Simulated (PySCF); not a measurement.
Species: C2H11NSi2, charge 0, multiplicity 1. 
Geometry from a B3LYP-D3(BJ)/def2-TZVP (Ansatz) optimisation:
```xyz
16

Si    -0.8459    -0.0418    -0.6036
C     -1.9028     1.5025    -0.5686
C     -1.2846    -1.2034     0.7954
N      0.8361     0.3655    -0.4473
Si     2.0253    -0.2735     0.6297
H     -1.0931    -0.7284    -1.9017
H     -2.9581     1.2571    -0.7111
H     -1.6159     2.1951    -1.3636
H     -1.7987     2.0250     0.3849
H     -2.3316    -1.5046     0.7178
H     -0.6788    -2.1117     0.7731
H     -1.1453    -0.7264     1.7679
H      1.1956     1.0267    -1.1215
H      2.2239    -1.7351     0.4591
H      3.3062     0.4178     0.3505
H      1.6568    -0.0550     2.0501
```

Dispersion corrections to the total energy (kcal/mol) from the dftd3 and dftd4 libraries through PySCF: D3(BJ) without and D4 with the three-body term, each with the damping fitted for the functional named.

| functional | D3(BJ) | D4 |
|---|---|---|
| B3LYP | -15.51 | -13.81 |
| B2GP-PLYP | -6.41 | -3.74 |
| BLYP | -18.82 | (withheld) |
| LC-wPBE | -8.72 | -9.62 |
| r2SCAN | -2.64 | -2.25 |
| HF | -63.14 | (withheld) |
| B2PLYP | -7.48 | (withheld) |

Question: Fill in the missing entries.

Answer: 
- BLYP, D4: -18.63
- HF, D4: -28.83
- B2PLYP, D4: -6.07
